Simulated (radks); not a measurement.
Species: the lead ion Pb4+. Configuration: [Xe] 4f14 5d10.

Method: scalar-relativistic Kohn-Sham, LDA (Slater exchange, Perdew-Wang correlation), spin-unpolarised, spherical densities, finite nucleus; Fermi nuclear charge, rms radius 5.5012 fm; computed with a radial shooting solver on a logarithmic mesh with Libxc functionals.

Energy parts (Ry):
part                        energy
total                  -41722.6354
kinetic                 47110.1807
electron-nucleus      -103918.7243
Hartree                 15833.8300
exchange-correlation     -747.9219

Orbitals (lengths in bohr, moments of r in powers of bohr; r(max) is where P^2 peaks):
orbital  occ.  eigenvalue (Ry)   <1/r>      <r^2>    r(max)      <r>
1s          2        -6471.342   101.2  0.0003579  0.009855  0.01607
2s          2        -1160.204   23.77   0.005428   0.05721  0.06766
2p          6        -996.4967   20.90   0.004620   0.04762  0.06145
3s          2        -280.8212   8.810    0.03492    0.1613   0.1747
3p          6        -233.8545   7.976    0.03615    0.1614   0.1765
3d         10        -185.7357   7.487    0.02994    0.1314   0.1600
4s          2        -65.88777   3.797     0.1669    0.3625   0.3846
4p          6        -50.48228   3.413     0.1912    0.3825   0.4102
4d         10        -32.60740   3.069     0.2146    0.3884   0.4312
4f         14        -12.85751   2.676     0.2465    0.3492   0.4538
5s          2        -13.65405   1.602     0.8137    0.7880   0.8522
5p          6         -9.35984   1.372      1.069    0.8805   0.9736
5d         10         -4.55266   1.035      1.825     1.067    1.260
6s          0         -3.56180  0.6385      4.494     1.839    2.010
6p          0         -2.62691  0.5292      6.433     2.194    2.403

The highest occupied level is 5d at -61.942 eV. Summed over all electrons, <r^2> = 33.99 bohr^2, which gives a Langevin (diamagnetic) susceptibility term of -26.9 x 10^-6 cm^3/mol. The electron density at the nucleus is 2.942e+06 e/bohr^3 (large components only).
